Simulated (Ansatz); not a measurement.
`COCCOS(=O)(=O)CC(F)(F)C(F)F` was relaxed with PBE-D4 (def2-SVP) in Ansatz in these states: charge +1 doublet, neutral singlet. The geometries follow in no particular order.

A:

Cartesian coordinates in Å:
```
C -0.6806 -2.0195 -1.3905
O 0.5962 -1.3989 -1.4666
C 1.6234 -2.0434 -0.7365
C 1.5328 -1.8734 0.7756
O 1.6993 -0.4981 1.1750
S 0.3258 0.4070 1.4839
O 0.7061 1.3205 2.5620
O -0.8303 -0.5037 1.5837
C 0.2507 1.3301 -0.0843
C -1.0844 1.9827 -0.4079
F -2.0516 1.0382 -0.5932
F -0.9254 2.6484 -1.5995
C -1.6212 3.0185 0.6008
F -0.6428 3.9290 0.8540
F -1.9692 2.4027 1.7564
H -1.1276 -1.9493 -0.3745
H -0.6244 -3.0899 -1.6996
H -1.3419 -1.4786 -2.0941
H 1.6480 -3.1389 -0.9634
H 2.5762 -1.6027 -1.0970
H 2.3611 -2.4293 1.2623
H 0.5763 -2.2639 1.1806
H 1.0463 2.0942 -0.0217
H 0.4664 0.5818 -0.8763
H -2.5094 3.5365 0.1708
```

B:

```xyz
25

C    -1.559    2.083   -0.989
O    -0.173    1.745   -1.080
C     0.392    1.423   -2.282
C     0.371   -0.197   -2.537
O     1.100   -0.864   -1.596
S     0.155   -1.496   -0.177
O     0.522   -2.904   -0.142
O    -1.205   -0.983   -0.387
C     1.056   -0.509    1.048
C     0.308   -0.299    2.378
F    -0.851    0.378    2.153
F     1.114    0.472    3.150
C    -0.016   -1.602    3.144
F     1.132   -2.297    3.305
F    -0.876   -2.327    2.377
H    -2.029    1.372   -0.279
H    -2.054    2.064   -1.980
H    -1.612    3.103   -0.547
H    -0.143    1.849   -3.159
H     1.467    1.692   -2.253
H     0.867   -0.305   -3.526
H    -0.705   -0.485   -2.553
H     2.022   -1.023    1.209
H     1.198    0.489    0.590
H    -0.481   -1.378    4.130
```

Task: Judge from the bond lengths which geometry belongs to which state (an estimate).

Result: A is the neutral singlet (O5–S6 1.674 Å, C3–C4 1.524 Å, C4–O5 1.442 Å); B is the charge +1 doublet (O5–S6 1.818 Å, C3–C4 1.640 Å, C4–O5 1.364 Å).
